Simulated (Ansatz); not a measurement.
```yaml
atoms:
  - { symbol: H, position_ang: [0.3700, 0.0000, 2.8000] }
  - { symbol: H, position_ang: [-0.3700, 0.0000, 2.8000] }
  - { symbol: H, position_ang: [0.3700, 0.0000, 0.0000] }
  - { symbol: H, position_ang: [-0.3700, 0.0000, 0.0000] }
```

RHF on singlet H4 was run in several spherical basis sets with Ansatz (development build ahead of 0.2.0).

**Question.** Rank the basis sets by the total energy that they give, lowest first, with the distance from the lowest.
A. 6-31G
B. def2-SVP
C. cc-pVDZ

**Answer.** B (0.00 eV), C (0.01 eV), A (0.11 eV).
